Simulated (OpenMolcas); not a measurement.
## Nd4+: effect of the IPEA shift

```
Program             : OpenMolcas 26.06
Basis               : ANO-RCC-VTZP [8s7p5d3f2g1h]
Scalar Hamiltonian  : DKH2, point nucleus
Active space        : 2 electrons in 12 orbitals (RAS2 4f; RAS3 5d, at most 1 electron)
State averaging     : 2S+1 = 3 even, 21 roots; 2S+1 = 1 even, 28 roots; 2S+1 = 3 odd, 35 roots; 2S+1 = 1 odd, 35 roots
Spin-orbit coupling : state interaction with AMFI integrals over the reference wave functions, term energies averaged over their components
```

Methods on the same reference wave functions:
A. RASSCF
B. SS-RASPT2, IPEA 0 Eh, imaginary shift 0.1 Eh (closed shells correlated: 5s 5p)
C. SS-RASPT2, IPEA 0.25 Eh, imaginary shift 0.1 Eh (closed shells correlated: 5s 5p)

Energies in cm⁻¹ above 4f² ³H₄, the measured ground level; measured values from the list in Carvajal Gallego et al., Mon. Not. R. Astron. Soc. 518, 332 (2023).

```tsv
Level	A	B	C	Measured
4f² ³H₄	0.0	0.0	0.0	0.0
4f² ³H₅	2983	3000	3010	2834
4f² ³H₆	6097	6110	6110	5743
4f² ³F₂	7775	6440	6550	5894
4f² ³F₃	9708	8410	8530	7785
4f² ¹D₂	26943	23550	23680	20551
4f² ¹I₆	32224	29920	29910	26088
4f² ³P₀	33503	29110	29390	25051
4f² ³P₁	34367	30030	30300	25893
4f² ³P₂	36004	31740	32000	27479
4f² ¹S₀	73486	63680	63960	
4f 5d ¹G°₄ [69 %]	127765	127710	128180	
4f 5d ³F°₂ [71 %]	128214	127630	128370	
4f 5d ³G°₃ [73 %]	130086	128920	129840	
4f 5d ³F°₃	131002	130790	131590	
4f 5d ³H°₄ [75 %]	131086	131060	131730	
4f 5d ³G°₄	133148	131930	132890	
4f 5d ³H°₅	133444	133440	134150	
4f 5d ³F°₄ [69 %]	134216	134050	134790	
4f 5d ¹D°₂ [59 %]	134745	132650	133360	
4f 5d ³D°₁	135902	133880	134920	
4f 5d ³G°₅	136087	134720	135680	
4f 5d ³H°₆	137129	137130	137840	
4f 5d ³D°₂	138072	135990	137010
```

Deviations, from unrounded energies. A percentage is the sum of absolute deviations over the sum of measured energies, with the sign that they share, or ± where signs differ.

| Against measurement | Levels | A | B | C |
| --- | --- | --- | --- | --- |
| mean absolute deviation (cm-1) | 9 | 4700 | 2300 | 2500 |
| fine structure of the ground term (%) | 2 | +5.9 | +6.3 | +6.3 |
| other terms of the ground configuration (%) | 7 | +30.1 | +14.7 | +15.6 |

B lies closest to measurement on these levels and A furthest from it. The largest miss of B in the table is 4f² ³P₂, by +4300 cm-1. The ranking rests on the paired levels alone, and a cruder setting can come out closer through cancelling errors.

Between B and C the level of the table that moves most is 4f 5d ³D°₁, by 1000 cm-1 (lowest in B, highest in C). Moves below CASPT2's spread within the term are not significant.

The mean deviations of B to C differ by less than CASPT2's widest spread within a term (1100 cm-1), so their order carries little weight.

From A to B the spin-free energies of the other terms of 4f² shown, above ³H, scale by factors of 0.80 to 0.92, as is usual when dynamic correlation screens the repulsion within a d or f shell.

The lowest spin-free term lies below A's lowest term by 0.239 hartree in B, 0.236 hartree in C.

Term energies are means over components that CASPT2 splits; among the terms shown or strongly mixed into the levels shown the widest spread is 1100 cm-1 (4f² ¹I, B). Without dynamic correlation excited terms often stand tens of per cent too high (terms of higher spin than the ground term too low), and those without a measured partner can miss by more than the paired ones (holds for A). Some levels mix across a computed gap that differs much from the measured one, so their mixing is not that of the real levels (holds for A). The CASPT2 spread within a term exceeds the gap to the next term for 4f² ¹I and 4f² ³P, so the order of their levels is uncertain (holds for B). Some terms miss by over 15 % even with CASPT2, which points to a basis or an active space too small for the shells correlated (holds for B; C). Computed and measured levels are paired by configuration, term and J; levels that our copy of the source lacks, or whose pairing is in doubt (as where it misses far off the trend of its configuration), stay unpaired and out of the deviations. Levels of configurations outside the active space are missing. The table leaves out levels that lie high or whose names do not pair safely across all columns.

A share in square brackets marks a mixed level and gives the weight of the term that names it, the lowest over the columns. ° marks odd parity.
